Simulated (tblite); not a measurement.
Method: GFN2-xTB as coded in tblite; computed harmonic values from a numerical Hessian at the method's own geometry, unscaled. This tight-binding method is rough: wavenumbers can miss measured ones by several per cent, in bad cases by 10 to 20. Modes of hydrogen on germanium and silicon can be 10 to 20 % off. One conformer each. Thermal functions are those of the rigid rotor and harmonic oscillator, without mixing of conformers.

**Question.** Order these by their zero-point energy, highest first (kcal/mol).
A. `C(C)[SiH](N)N`
B. `C/C=C/P=C\OC`
C. `CC[C@H]1CC[CH2][GeH2][CH2]1`
D. `[H]/N=C1/CO[SiH2]OC1=C`
E. `C[C@H]([SiH3])CC#N`

**Answer.** C (131.0), B (79.3), A (78.2), E (72.2), D (66.2).

```tsv
SMILES	atoms	mass (u)	symmetry number	modes under 300 cm⁻¹	ZPE (kcal/mol)	S translation (cal/(mol K))	S rotation	S vibration	S	Cp
CC[C@H]1CC[CH2][GeH2][CH2]1	24	174.05	1	7	131.0	41.4	29.8	27.4	98.7	41.3
C/C=C/P=C\OC	16	116.04	1	7	79.3	40.2	28.9	27.9	97.0	33.6
CC[SiH](N)N	15	90.06	1	7	78.2	39.4	26.8	22.5	88.7	32.3
C[C@H]([SiH3])CC#N	15	99.05	1	6	72.2	39.7	27.7	21.0	88.5	31.8
[H]/N=C1/CO[SiH2]OC1=C	15	129.02	1	4	66.2	40.5	28.4	21.5	90.4	33.5
```

Entropies and Cp are for 298.15 K and 1 bar.
